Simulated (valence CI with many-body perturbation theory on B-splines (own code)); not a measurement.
**Mn²⁺: calculated level list**

Computed by valence CI with perturbative core correlation (CI+MBPT): five valence electrons over a frozen Dirac-Fock core [Ar], a basis of 7 s, 7 p, 8 d, 6 f, 4 g, 1 h functions for each j, with the one-electron correlation potential Σ1, the two-electron term Σ2, the three-electron term Σ3, Breit, model QED; selected CI, second order for the rest, scaled by the run's own slope (own B-spline code, finite nucleus).

Set against measurement, 66 paired levels are off by 3392 cm⁻¹ on average, the worst by 6534. These come from a selection out of Corliss and Sugar, J. Phys. Chem. Ref. Data 6, 1253 (1977). Levels without a partner in it may be off by more, other configurations by 1,000 to 8,000 cm⁻¹. Among the levels kept, up to 2300 cm⁻¹ of a level comes from second order outside the variational space, and about a tenth of that is noise between levels of different J, which matters for small intervals.

Levels 136 to 180 of 218, with energies above the lowest level, 3d5 6S_5/2. "Leading %" is the weight of the configuration and term that name the level; weights of strongly mixed levels are sums over their largest components and can fall short. In the jj column 3d3/2^4 stands for four electrons in 3d with j = 3/2. Lifetimes count E1, E2, E3, M1 and M2 decay at the calculated energies, and are blank where another channel may lead or the interval is too uncertain; long ones can be off by a factor of two.

```csv
No.,Configuration,Term,J,E (cm⁻¹),Leading %,Lifetime,Leading jj
136,3d4 4p,4I°,15/2,126543,96,2.36 ns,3d3/2 3d5/2^3 4p3/2 (54 %)
137,3d4 4p,4G°,7/2,126625,43,1.72 ns,3d3/2^2 3d5/2^2 4p3/2 (40 %)
138,3d4 4p,4D°,7/2,126733,73,1.52 ns,3d3/2 3d5/2^3 4p3/2 (35 %)
139,3d4 4p,4G°,11/2,126879,93,1.34 ns,3d3/2^2 3d5/2^2 4p3/2 (24 %)
140,3d4 4p,4G°,9/2,126893,58,1.69 ns,3d3/2 3d5/2^3 4p3/2 (43 %)
141,3d4 4p,2S°,1/2,127351,59,1.67 ns,3d3/2^3 3d5/2 4p1/2 (24 %)
142,3d4 4p,4P°,3/2,128486,66,935 ps,3d3/2^2 3d5/2^2 4p1/2 (21 %)
143,3d4 4p,4G°,5/2,128525,92,688 ps,3d3/2^2 3d5/2^2 4p3/2 (24 %)
144,3d4 4p,4P°,1/2,128529,65,1.08 ns,3d3/2^3 3d5/2 4p3/2 (31 %)
145,3d4 4p,4G°,7/2,128563,94,701 ps,3d3/2^2 3d5/2^2 4p3/2 (38 %)
146,3d4 4p,4G°,9/2,128622,93,738 ps,3d3/2^2 3d5/2^2 4p3/2 (36 %)
147,3d4 4p,2D°,3/2,128627,37,1.04 ns,3d3/2^2 3d5/2^2 4p1/2 (26 %)
148,3d4 4p,2I°,11/2,128631,71,1.23 ns,3d3/2^3 3d5/2 4p3/2 (34 %)
149,3d4 4p,2I°,13/2,128758,93,1.53 ns,3d3/2^2 3d5/2^2 4p3/2 (32 %)
150,3d4 4p,4G°,11/2,128766,72,930 ps,3d3/2^2 3d5/2^2 4p3/2 (46 %)
151,3d4 4p,4F°,5/2,128924,44,1.04 ns,3d3/2 3d5/2^3 4p1/2 (29 %)
152,3d4 4p,4P°,5/2,129168,70,829 ps,3d3/2 3d5/2^3 4p3/2 (31 %)
153,3d4 4p,4F°,7/2,129214,93,812 ps,3d3/2^2 3d5/2^2 4p3/2 (34 %)
154,3d4 4p,4F°,9/2,129278,93,803 ps,3d3/2^2 3d5/2^2 4p3/2 (29 %)
155,3d4 4p,4F°,3/2,129341,48,1.09 ns,3d3/2^2 3d5/2^2 4p3/2 (30 %)
156,3d4 4p,2D°,5/2,129518,54,1.15 ns,3d3/2^2 3d5/2^2 4p3/2 (37 %)
157,3d4 4p,2P°,1/2,129668,69,1.58 ns,3d3/2^2 3d5/2^2 4p3/2 (28 %)
158,3d4 4p,2P°,3/2,129764,58,1.21 ns,3d3/2 3d5/2^3 4p3/2 (32 %)
159,3d4 4p,2H°,9/2,129960,91,951 ps,3d3/2^2 3d5/2^2 4p3/2 (38 %)
160,3d4 4p,4D°,5/2,130289,43,1.03 ns,3d3/2^2 3d5/2^2 4p1/2 (29 %)
161,3d4 4p,4D°,7/2,130332,52,1.03 ns,3d3/2^3 3d5/2 4p1/2 (23 %)
162,3d4 4p,2H°,11/2,130371,91,915 ps,3d3/2 3d5/2^3 4p3/2 (38 %)
163,3d4 4p,4D°,3/2,130456,83,863 ps,3d3/2^2 3d5/2^2 4p3/2 (37 %)
164,3d4 4p,4D°,1/2,130471,88,889 ps,3d3/2^2 3d5/2^2 4p3/2 (40 %)
165,3d4 4p,4H°,7/2,130586,94,1.68 ns,3d3/2^2 3d5/2^2 4p1/2 (30 %)
166,3d4 4p,2F°,5/2,130672,48,1.00 ns,3d3/2^2 3d5/2^2 4p3/2 (34 %)
167,3d4 4p,4H°,9/2,130829,92,1.67 ns,3d3/2^2 3d5/2^2 4p1/2 (25 %)
168,3d4 4p,4S°,3/2,130946,81,682 ps,3d3/2 3d5/2^3 4p3/2 (27 %)
169,3d4 4p,2F°,7/2,130976,55,1.02 ns,3d3/2^2 3d5/2^2 4p3/2 (26 %)
170,3d4 4p,4H°,11/2,131101,91,1.69 ns,3d3/2^2 3d5/2^2 4p3/2 (37 %)
171,3d4 4p,4F°,9/2,131452,86,843 ps,3d3/2 3d5/2^3 4p1/2 (33 %)
172,3d4 4p,4H°,13/2,131459,94,1.68 ns,3d3/2 3d5/2^3 4p3/2 (64 %)
173,3d4 4p,4F°,3/2,131460,84,805 ps,3d3/2^2 3d5/2^2 4p3/2 (46 %)
174,3d4 4p,4F°,5/2,131532,83,822 ps,3d3/2^2 3d5/2^2 4p3/2 (34 %)
175,3d4 4p,4F°,7/2,131532,81,841 ps,3d3/2^2 3d5/2^2 4p3/2 (25 %)
176,3d4 4p,2D°,3/2,132192,86,700 ps,3d3/2 3d5/2^3 4p3/2 (30 %)
177,3d4 4p,2G°,7/2,132613,86,1.08 ns,3d3/2^2 3d5/2^2 4p3/2 (34 %)
178,3d4 4p,2H°,9/2,132681,73,1.41 ns,3d3/2^2 3d5/2^2 4p3/2 (40 %)
179,3d4 4p,2H°,11/2,132701,72,1.54 ns,3d3/2 3d5/2^3 4p1/2 (29 %)
180,3d4 4p,2D°,5/2,132828,89,710 ps,3d5/2^4 4p3/2 (21 %)
```

Names give the largest LS component (configuration and term), which can be under half, so a name can repeat, a term be missing and a line seem to break the LS rules; names also repeat where a configuration has a term twice.

Where two levels of one J and parity lie close, their mixing, g and order are uncertain.
